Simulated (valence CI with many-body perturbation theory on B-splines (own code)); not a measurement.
Questions on Ta33+

Calculated by valence CI with perturbative core correlation (CI+MBPT): four valence electrons over a frozen Dirac-Fock core [Kr], radial functions for each j: 9 s, 9 p, 10 d, 8 f, 5 g, 3 h, 1 i, with the one-electron correlation potential Σ1, the two-electron term Σ2, the three-electron term Σ3, Breit, model QED; selected CI, second order for the rest (own B-spline code, finite nucleus).

No measured spectrum was set against this ion. As an estimate, large intervals hold to a few tenths of a per cent, small ones and those within an open d or f shell to about a per cent. Only levels of the ground parity were solved; by the run's estimate the other parity begins above the list, which can be wrong where configurations are misplaced.

Levels are named by their leading jj configuration (3d3/2^4 stands for four electrons in 3d with j = 3/2), which in mixed levels can hold well under half, so a name can repeat and another be missing.

Rates and lifetimes use the calculated energies. Strong lines usually hold to 10 to 20 %, long lifetimes can be off by a factor of two.

Question: What is the ground level?

Answer: (4d3/2^4) J=0, composition 57 % 4d4 3P + 30 % 4d4 5D + 12 % 4d4 1S.

Question: Name the longest-lived excited levels whose lifetime is computed, and their main decay.

Answer: (4d3/2^2 4d5/2^2) J=6 at 34.777 eV lives 81.3 ms, mostly by M1 to (4d3/2^2 4d5/2^2) J=5. The lifetime of (4d3/2^3 4d5/2) J=4 is too uncertain to give, and may be longer.

Question: How well does LS coupling describe the low levels?

Answer: Among the lowest 20 levels the leading LS term, summed over configurations, holds 47 % on average. For single configurations the figures are 47 % in LS and 93 % in jj coupling. Terms mix most in the J = 4 level at 48.379 eV, where the leading one holds 27 %.

Question: What is the ionisation energy?

Answer: 1383.8 eV; NIST lists 1382 ± 5 eV (theoretical).
